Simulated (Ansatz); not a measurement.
Start from `O[Si](O)(O)[O][InH2]` and change one atom or group to get `CCO[Si](O)(O)O`.

Ansatz, PBE0-D4/def2-TZVP geometries, multiplicity 1. Each molecule was computed in one conformer, which needn't be the lowest. `O[Si](O)(O)[O][InH2]` holds a close contact that its SMILES doesn't draw: In···O 2.42 Å.

Elements past krypton have def2 core potentials.

```json
{"property": "HOMO energy (B3LYP/def2-TZVPP) / eV", "`O[Si](O)(O)[O][InH2]`": "-7.74"}
{"property": "HOMO energy (PBE0/def2-TZVPP) / eV", "`O[Si](O)(O)[O][InH2]`": "-7.96"}
{"property": "size of the dipole moment (PBE/def2-TZVPP) / D", "`O[Si](O)(O)[O][InH2]`": "1.26"}
{"property": "LUMO energy (PBE0/def2-TZVPP) / eV", "`O[Si](O)(O)[O][InH2]`": "-0.84"}
{"property": "HOMO–LUMO gap (ωB97M-V/def2-TZVPP) / eV", "`O[Si](O)(O)[O][InH2]`": "10.69"}
{"property": "size of the dipole moment (B3LYP/def2-TZVPP) / D", "`O[Si](O)(O)[O][InH2]`": "1.28"}
```

(1) What does the change do to each property? (An estimate is asked.)

Answers

(1) Ansatz gave: 
| property | `CCO[Si](O)(O)O` | shift |
| --- | --- | --- |
| HOMO energy (B3LYP/def2-TZVPP) / eV | -8.04 | -0.30 |
| HOMO energy (PBE0/def2-TZVPP) / eV | -8.29 | -0.33 |
| size of the dipole moment (PBE/def2-TZVPP) / D | 0.31 | -0.95 |
| LUMO energy (PBE0/def2-TZVPP) / eV | 0.60 | 1.44 |
| HOMO–LUMO gap (ωB97M-V/def2-TZVPP) / eV | 12.77 | 2.08 |
| size of the dipole moment (B3LYP/def2-TZVPP) / D | 0.36 | -0.92 |

With PBE0 the HOMO falls by 0.33 eV and the LUMO rises by 1.44 eV, so the gap widens by about 1.77 eV. PBE moves the HOMO by -0.16 eV and ωB97M-V by -0.48 eV. Dipoles are sizes alone; their direction can turn.

Positive LUMOs are unbound, so they and the gaps depend on the basis.

B3LYP here is the variant with VWN-RPA as its local correlation; programs differ in this.
